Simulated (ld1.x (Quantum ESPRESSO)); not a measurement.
# LDA (PZ) ultrasoft dataset for erbium (Er), scalar-relativistic all-electron reference.

Er, ultrasoft, made with ld1.x (Quantum ESPRESSO) 7.5 (LDA (PZ), scalar-relativistic). Core [Kr], reference 4d10 4f12 5s2 5p6 5d0 6s1.75 6p0.25. Waves: 5s (bound): rcut 1.85, rcutus 2.30 bohr; 6s (bound): rcut 1.85, rcutus 2.30 bohr; 5p (bound): rcut 1.95, rcutus 2.70 bohr; 6p (bound): rcut 1.95, rcutus 2.70 bohr; 4d (bound): rcut 1.00, rcutus 1.25 bohr; 5d (bound, empty): rcut 1.00, rcutus 1.25 bohr; 4f (bound): rcut 1.00, rcutus 1.05 bohr; 4f channel at 0.3 Ry: rcut 1.00, rcutus 1.05 bohr. Local part: all-electron potential smoothed inside 2.55 bohr (lloc = -1). Core correction: a·sin(br)/r model core inside 0.60 bohr. Augmentation charge: PSQ, inside the norm-conserving radii.

Problem. Does the generator finish with these settings?

Solution. Yes, a potential is produced.

Problem. Is the overlap operator S = 1 + Σ q|β⟩⟨β| positive definite (Bessel basis up to 400 Ry)?

Solution. No: its lowest eigenvalue is -10.233, in the s channel, so the generalised eigenproblem breaks down once the basis is large enough.

Test run stopped at test 1 of 9 (negative rho).

The ghost test of this file was not conclusive. Its overlap operator is not positive definite in a basis up to 400 Ry (lowest eigenvalue s -10.23), so the file is unfit for use: the generalised eigenproblem breaks down once the basis is large enough, and its test numbers describe a broken file.
